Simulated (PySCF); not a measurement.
H$_{2}$O$_{2}$Zn, charge +1, doublet, geometry from GFN2-xTB (such geometries of metal compounds can be far from the true shape) (a state made from the parent by changing its charge; the spin is typed, not shown lowest); PBE/6-31G** (PySCF).

PySCF was given this input:
```python
from pyscf import gto, scf, dft

mol = gto.M(
    atom='''
Zn   -0.000028    0.184102    0.034168
O     1.253567   -0.164068   -1.100299
H     1.916814    0.381806   -1.565116
O    -1.253460   -0.548318    0.968087
H    -1.916841   -0.205776    1.597785
''',
    basis='6-31g**',
    charge=1,
    spin=1,
    verbose=4,
)

mf = dft.UKS(mol)
mf.xc = 'pbe'
mf.kernel()
```

The log (banner, timings and long lists left out):

```
PySCF version 2.14.0

[INPUT] verbose = 4
[INPUT] num. atoms = 5
[INPUT] num. electrons = 47
[INPUT] charge = 1
[INPUT] spin (= nelec alpha-beta = 2S) = 1
[INPUT] symmetry False subgroup None
[INPUT] Mole.unit = angstrom
[INPUT] Symbol           X                Y                Z      unit          X                Y                Z       unit  Magmom
[INPUT]  1 Zn    -0.000028000000   0.184102000000   0.034168000000 AA   -0.000052912331   0.347902358985   0.064568162224 Bohr   0.0
[INPUT]  2 O      1.253567000000  -0.164068000000  -1.100299000000 AA    2.368898308793  -0.310043585805  -2.079263765133 Bohr   0.0
[INPUT]  3 H      1.916814000000   0.381806000000  -1.565116000000 AA    3.622253491732   0.721508772716  -2.957640593175 Bohr   0.0
[INPUT]  4 O     -1.253460000000  -0.548318000000   0.968087000000 AA   -2.368696108097  -1.036170849169   1.829419294752 Bohr   0.0
[INPUT]  5 H     -1.916841000000  -0.205776000000   1.597785000000 AA   -3.622304514337  -0.388860283009   3.019376055938 Bohr   0.0

nuclear repulsion = 180.983088279132
number of shells = 30
number of NR pGTOs = 165
number of NR cGTOs = 72
basis = 6-31g**
ecp = {}

******** <class 'pyscf.dft.uks.UKS'> ********
method = UKS
initial guess = minao
damping factor = 0
level_shift factor = 0
DIIS = <class 'pyscf.scf.diis.CDIIS'>
diis_start_cycle = 1
diis_space = 8
diis_damp = 0
SCF conv_tol = 1e-09
SCF conv_tol_grad = None
SCF max_cycles = 50
direct_scf = True
direct_scf_tol = 1e-13
number electrons alpha = 24  beta = 23
XC library pyscf.dft.libxc version 7.1.2
    S. Lehtola, C. Steigemann, M. J. T. Oliveira, and M. A. L. Marques,  SoftwareX 7, 1–5 (2018)
XC functionals = pbe
    J. P. Perdew, K. Burke, and M. Ernzerhof,  Phys. Rev. Lett. 77, 3865 (1996)
    J. P. Perdew, K. Burke, and M. Ernzerhof,  Phys. Rev. Lett. 78, 1396 (1997)
    J. P. Perdew, K. Burke, and M. Ernzerhof,  Phys. Rev. Lett. 77, 3865 (1996)
    J. P. Perdew, K. Burke, and M. Ernzerhof,  Phys. Rev. Lett. 78, 1396 (1997)
radial grids:
    Treutler-Ahlrichs [JCP 102, 346 (1995); DOI:10.1063/1.469408] (M4) radial grids

becke partition: Becke, JCP 88, 2547 (1988); DOI:10.1063/1.454033
pruning grids: <function nwchem_prune>
grids dens level: 3
symmetrized grids: False
atomic radii adjust function: <function treutler_atomic_radii_adjust>
small_rho_cutoff = 0
Set gradient conv threshold to 3.16228e-05
tot grids = 68424
init E= -1930.07147369265

cycle= 1 E= -1929.18085862473  delta_E= 0.891  |g|= 1.42  |ddm|= 1.59
cycle= 2 E= -1925.02205069198  delta_E= 4.16  |g|= 3.34  |ddm|=  3.2
cycle= 3 E= -1929.85767672483  delta_E= -4.84  |g|= 0.651  |ddm|= 2.77
cycle= 4 E= -1929.88239691136  delta_E= -0.0247  |g|= 0.422  |ddm|= 0.54
cycle= 5 E= -1929.95338926099  delta_E= -0.071  |g|= 0.0979  |ddm|= 0.228
cycle= 6 E= -1929.92335986186  delta_E= 0.03  |g|= 0.243  |ddm|= 0.264
cycle= 7 E= -1929.9543631495  delta_E= -0.031  |g|= 0.0761  |ddm|= 0.302
cycle= 8 E= -1929.95752416045  delta_E= -0.00316  |g|= 0.0116  |ddm|= 0.0623
cycle= 9 E= -1929.95757883154  delta_E= -5.47e-05  |g|= 0.00514  |ddm|= 0.00584
cycle= 10 E= -1929.95759301761  delta_E= -1.42e-05  |g|= 0.000847  |ddm|= 0.0041
cycle= 11 E= -1929.95759335349  delta_E= -3.36e-07  |g|= 0.000274  |ddm|= 0.000505
cycle= 12 E= -1929.95759339608  delta_E= -4.26e-08  |g|= 2.22e-05  |ddm|= 0.000286
cycle= 13 E= -1929.95759339628  delta_E= -2e-10  |g|= 1.44e-05  |ddm|= 3.84e-05
Extra cycle  E= -1929.95759336222  delta_E= 3.41e-08  |g|= 0.000248  |ddm|= 0.000245
SCF not converged.
SCF energy = -1929.95759336222 after 50 cycles  <S^2> = 0.75462199  2S+1 = 2.0046167
```

Convergence was not reached.
